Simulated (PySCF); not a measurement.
**Nuclear quadrupole coupling in `C#C[C@H](C#[O+])C(F)F`**

Compound: C₅H₃F₂O (charge +1).
Numbering: `[CH:1]#[C:2][C@H:3]([C:4]#[O+:5])[CH:6]([F:7])[F:8]` (hydrogens: H9 on C1; H10 on C3; H11 on C6)

Structure used (GFN2-xTB), in Å, numbered top down from 1:
```xyz
11
C5H3F2O angstrom
C      0.6173    2.2123   -0.6190
C      0.5341    1.0593   -0.3072
C      0.4057   -0.3424    0.1230
C      0.7078   -1.0523   -1.0368
O      0.9569   -1.5297   -2.0139
C     -1.0223   -0.6596    0.7602
F     -1.0430   -0.1167    1.9678
F     -1.1335   -1.9818    0.8800
H      0.6949    3.2380   -0.8584
H      1.1383   -0.5651    0.9235
H     -1.8509   -0.2594    0.1548
```

Field gradients from the B3LYP/pcJ-1 density (PySCF, non-relativistic), principal values in atomic units, ordered |Vxx| ≤ |Vyy| ≤ |Vzz|:

```csv
atom,Vxx,Vyy,Vzz
O5,0.1239,0.2785,-0.4024
```

Q: Find the asymmetry η = (Vxx − Vyy)/Vzz and the couplings χ = eQV/h (234.96 MHz × Q in barn × V in au), with Q(17O) = −0.0256 b.

A: 
| atom | environment | nucleus | η | χzz (MHz) | χxx (MHz) | χyy (MHz) |
| --- | --- | --- | --- | --- | --- | --- |
| O5 | oxygen bonded to C | 17O | 0.38 | 2.421 | -0.745 | -1.675 |

The tensor is traceless: Vxx + Vyy + Vzz = 0.

Q: What is Vzz at O5 in SI units (1 au = 9.71736 × 10²¹ V/m²)?

A: -0.4024 au = -3.910 × 10²¹ V/m².

Q: And the gradient at the other heavy atoms, for which no coupling is worked out here?

A: 
```tsv
atom	environment	Vzz (au)	η
C1	terminal alkyne carbon	-0.389	0.34
C2	alkyne carbon	-0.054	0.43
C3	propargylic carbon	0.270	0.52
C4	triply bonded carbon	-0.631	0.06
C6	CHF2 carbon	-0.443	0.44
F7	fluorine of a CF2 group	2.967	0.11
F8	fluorine of a CF2 group	2.895	0.09
```

Q: What couplings would deuterons (Q(2H) = 0.00286 b) have in place of the hydrogens, at this geometry?

A: 
```
atom  bonded to  bond length (Å)  Vzz (au)     η  χzz (kHz)
  H9         C1            1.056    0.3522  0.01        237
 H10         C3            1.108    0.2460  0.06        165
 H11         C6            1.102    0.2442  0.02        164
```

The structure is a single GFN2-xTB conformer in the gas phase; no vibrational or solvent corrections. GFN2-xTB bond lengths can be off by several hundredths of an ångström, more for odd bonds, and the gradients follow them. A larger basis could move these couplings by a tenth or more.
